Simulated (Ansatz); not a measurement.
`F[SiH2]C1CO1`, charge 0, multiplicity 1.

Question: Give a relaxed structure at PBE0-D4/def2-TZVP (the Gaussian-basis code of Ansatz). (Estimate.)

Answer: Computed: 
```xyz
10

F     0.667    2.170   -1.109
Si    1.078    0.876   -0.260
C    -0.214   -0.450   -0.471
C    -1.190   -0.702    0.596
O    -0.042   -1.511    0.488
H     2.397    0.418   -0.754
H     1.137    1.245    1.175
H    -0.484   -0.803   -1.467
H    -2.125   -1.192    0.338
H    -1.224   -0.049    1.464
```
This is one stationary point; other conformers may exist.
